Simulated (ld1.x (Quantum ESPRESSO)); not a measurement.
# What one change does to a pseudopotential (aluminium (Al), PAW)

* Element: aluminium (Al)
* Generator: ld1.x (Quantum ESPRESSO) 7.5
* Type: PAW
* Functional: PBE
* Relativity: scalar-relativistic
* Frozen core: [Ne]
* Valence charge: 3
* Reference configuration: 3s1 3p2
* Partial waves: 3s (bound): rcut 1.20, rcutus 1.65 bohr; 3s channel at -0.25 Ry: rcut 1.20, rcutus 1.65 bohr; 3p (bound): rcut 2.55, rcutus 2.70 bohr; 3p channel at 1 Ry: rcut 2.55, rcutus 2.70 bohr; 3d channel at 0.3 Ry: rcut 2.30, rcutus 2.75 bohr
* Local potential: all-electron potential smoothed inside 2.15 bohr (lloc = -1)
* Core correction: Bessel-smoothed model core inside 1.00 bohr
* Augmentation charge: PSQ, radius 1.25 bohr

All-electron outer shells of the reference configuration (PBE, scalar-relativistic, ld1.x):

```tsv
shell	level (eV)	outermost node (bohr)	outermost maximum (bohr)
2s	-109.98	0.16	0.50
2p	-71.45	–	0.43
3s	-8.57	0.80	2.06
3p	-3.34	0.81	2.58
```

Change: core correction Bessel-smoothed model core inside 1.90 bohr.

Cutoffs: the cutoffs (Ry, on a coarse ladder) from which the occupation-weighted sum of valence levels, in a spherical-Bessel basis at the reference potential, stays within 10 and 1 mRy of its value at 400 Ry; they do not see the model core or the augmentation charge, which bear on the density cutoff. Errors are all-electron minus pseudo energies relative to the spin-unpolarised reference configuration.

Q: What does the change do?

A: The potential gets neither clearly harder nor softer (8 Ry and 15 Ry → 8 Ry and 15 Ry); of the 7 tests that both files solve, the error grows in 0 and shrinks in 2 by more than 15 % and 0.3 meV (median size 1.1 → 0.9 meV); neither file shows a bound ghost. A wider model core is smoother and lowers the density cutoff, which this test does not measure.

| quantity | base | changed |
| --- | --- | --- |
| cutoff, loose | 8 Ry | 8 Ry |
| cutoff, tight | 15 Ry | 15 Ry |
| bound ghosts | none | none |
| error for 3s2 3p1, meV [ΔE -5.14 eV] | -1.1 | -0.9 |
| error for 3s2 3p0, meV [ΔE 0.62 eV] | -0.5 | -0.4 |
| error for 3s1 3p0, meV [ΔE 19.85 eV] | -11 | -8.5 |
| error for 3s1 3p1, meV [ΔE 6.43 eV] | -0.9 | -0.9 |
| error for 3s0 3p3, meV [ΔE 5.31 eV] | -1.1 | -0.8 |
| error for 3s2 3p1.3, meV [ΔE -5.71 eV] | -1.1 | -1.0 |
| error for 3s2 3p0.5, meV [ΔE -3.05 eV] | -0.8 | -0.7 |
| s: phases at 3.02 bohr within 0.05 rad from the reference energy up to (Ry; the scan ends near 5) | 1.4 | 1.4 |
| p: phases at 3.02 bohr within 0.05 rad from the reference energy up to (Ry; the scan ends near 5) | 2.7 | 2.7 |
| d: phases at 3.02 bohr within 0.05 rad from the reference energy up to (Ry; the scan ends near 5) | 2.5 | 2.5 |
| lowest overlap eigenvalue by channel | s 0.56, p 0.81, d 1.00 | s 0.56, p 0.81, d 1.00 |
